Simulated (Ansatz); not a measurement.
Total energies of Ta₅⁺ from Ansatz at PBE-D4/def2-TZVP, gas phase (1 Eh = 27.2114 eV = 2625.5 kJ/mol). The reference geometry is relaxed at PBE-D4/def2-SVP.

| atom | x (Å) | y (Å) | z (Å) |
| --- | --- | --- | --- |
| Ta1 | 1.4151 | 0.6514 | 0.2689 |
| Ta2 | -0.8328 | 1.5295 | 1.0752 |
| Ta3 | -0.9606 | -0.9927 | 0.7693 |
| Ta4 | -0.5941 | 0.4472 | -1.3592 |
| Ta5 | 0.9725 | -1.6354 | -0.7542 |

```csv
state,geometry,energy (Eh)
charge 1 singlet,reference,-284.94343
charge 0 doublet,reference,-285.12860
charge 1 triplet,relaxed at PBE-D4/def2-SVP,-284.94347
charge 1 quintet,relaxed at PBE-D4/def2-SVP,-284.90872
```

In the def2 sets Ta takes a core potential; there is no spin–orbit coupling.

(1) Work out the vertical electron affinity, to the doublet.

(2) Which of the charge 1 states is lowest, and how far above it are the others?

(1) E(charge 1 singlet) − E(charge 0 doublet) = -284.94343 − (-285.12860) = 0.18517 Eh = 5.04 eV.

(2) The triplet, but by less than the method's error, so the order isn't settled. singlet: -284.94343 − (-284.94347) = 0.00004 Eh = 0.1 kJ/mol; quintet: -284.90872 − (-284.94347) = 0.03475 Eh = 91.2 kJ/mol.

At PBE-D4/def2-TZVP the gap within one spin of the charge 0 doublet nearly closes, so an electron or hole may be smeared out by delocalisation error. 

The structure comes from a short search, and lower isomers may exist.
